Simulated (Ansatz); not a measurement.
F4Ti, triplet, geometry from GFN2-xTB (such geometries of metal compounds can be far from the true shape) (the multiplicity is a formal guess). Base run: CAM-B3LYP/6-31G** run with Ansatz (a first-principles code).

Here is a job for Ansatz.
Ansatz 0.2 input:
```yaml
crystal:
  periodic: [false, false, false]
  atoms:
    - {symbol: Ti, position_ang: [-0.00000000, -0.00000000, -0.00000000]}
    - {symbol: F, position_ang: [1.25633748, 0.24806843, -1.23212847]}
    - {symbol: F, position_ang: [1.13924286, -0.58019840, 1.23432488]}
    - {symbol: F, position_ang: [-1.27182203, -0.37572621, -1.18294586]}
    - {symbol: F, position_ang: [-1.12375831, 0.70785618, 1.18074945]}
basis:
  gaussian:
    orbitals: 6-31G__.json
hamiltonian:
  xc: cam_b3lyp
magnetization: {spin_polarized: true, initial_magnetization: 2}
```
The basis file holds 6-31G** in the JSON format of the Basis Set Exchange.

The base run was repeated with changes; each row names its change, and settings that it needs were set with it.

```json
[
 {"change": "base", "ΔE vs base (µEh)": "0.0"},
 {"change": "accuracy = high", "ΔE vs base (µEh)": "-1.1"},
 {"change": "point_charge = charge:1.0 position_ang:0.5667, -3.6515, 3.0275", "ΔE vs base (µEh)": "-3936"},
 {"change": "final_grid = 10, 20, 41", "ΔE vs base (µEh)": "-0.1"},
 {"change": "nuclear_model = gaussian", "ΔE vs base (µEh)": "1525"},
 {"change": "final_grid = 6, 12, 29", "ΔE vs base (µEh)": "-2.3"},
 {"change": "forces = on", "ΔE vs base (µEh)": "0.0"},
 {"change": "final_grid = 14, 28, 59", "ΔE vs base (µEh)": "0.0"},
 {"change": "lower_state_search = full", "ΔE vs base (µEh)": "0.0"},
 {"change": "point_charge = charge:0.5 position_ang:-2.7145, -3.659, -1.4366", "ΔE vs base (µEh)": "-544"},
 {"change": "fitting.mean_field = def2-universal-JKFIT", "ΔE vs base (µEh)": "-46.8"}
]
```
